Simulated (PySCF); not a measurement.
**I²⁺: ionisation energy**

I²⁺ [Kr] 4d10 5s2 5p3 (4S) → I³⁺ [Kr] 4d10 5s2 5p2 (3P), as a difference of total energies. All numbers are calculated (PySCF 2.14, a scalar-relativistic core potential, in aug-cc-pwCVTZ-PP with ECP28MDF). Correlated levels: valence: 4s2 4p6 4d10 frozen; valence and next inner shell: nothing frozen outside the core potential. The calculations carry no spin-orbit coupling.

```json
{"method": "UHF", "ionisation energy (eV)": "29.841", "difference from reference (eV)": "+0.271"}
{"method": "LDA", "ionisation energy (eV)": "30.469", "difference from reference (eV)": "+0.899"}
{"method": "PBE", "ionisation energy (eV)": "30.267", "difference from reference (eV)": "+0.697"}
{"method": "PBE0", "ionisation energy (eV)": "30.384", "difference from reference (eV)": "+0.814"}
{"method": "r2SCAN", "ionisation energy (eV)": "30.563", "difference from reference (eV)": "+0.993"}
{"method": "B2PLYP", "ionisation energy (eV)": "30.234", "difference from reference (eV)": "+0.664"}
{"method": "HSE06", "ionisation energy (eV)": "30.344", "difference from reference (eV)": "+0.774"}
{"method": "TPSS", "ionisation energy (eV)": "30.297", "difference from reference (eV)": "+0.727"}
{"method": "CAM-B3LYP", "ionisation energy (eV)": "30.325", "difference from reference (eV)": "+0.755"}
{"method": "MP2 (valence)", "ionisation energy (eV)": "30.296", "difference from reference (eV)": "+0.726"}
{"method": "SCS-MP2 (valence)", "ionisation energy (eV)": "30.166", "difference from reference (eV)": "+0.596"}
{"method": "MP2 (valence and next inner shell)", "ionisation energy (eV)": "30.575", "difference from reference (eV)": "+1.005"}
{"method": "SCS-MP2 (valence and next inner shell)", "ionisation energy (eV)": "30.373", "difference from reference (eV)": "+0.803"}
```

Reference: 29.57 ± 0.025 eV (measured; NIST Atomic Spectra Database, ionization energies).

The reference lies between the lowest fine-structure levels, while these numbers refer to the centres of the terms.

Errors of the correlated levels include the incompleteness of this basis and the frozen core.
